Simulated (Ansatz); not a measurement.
Ansatz (a first-principles code) input:

Ansatz 0.2 input:
```yaml
crystal:
  periodic: [false, false, false]
  atoms:
    - {symbol: F, position_ang: [-0.15332582, 1.98249839, -0.01122688]}
    - {symbol: Al, position_ang: [-0.02702592, 0.34944436, -0.00197890]}
    - {symbol: Cl, position_ang: [1.85447790, -0.51897817, -0.00947148]}
    - {symbol: Cl, position_ang: [-1.75263852, -0.79780196, 0.01692840]}
basis:
  gaussian:
    orbitals: def2-TZVP
hamiltonian:
  xc: {name: PBE0}
```

Question: What final total energy does it print?

Answer: -1262.46291 Eh (PBE0/def2-TZVP). The basis has 142 functions.
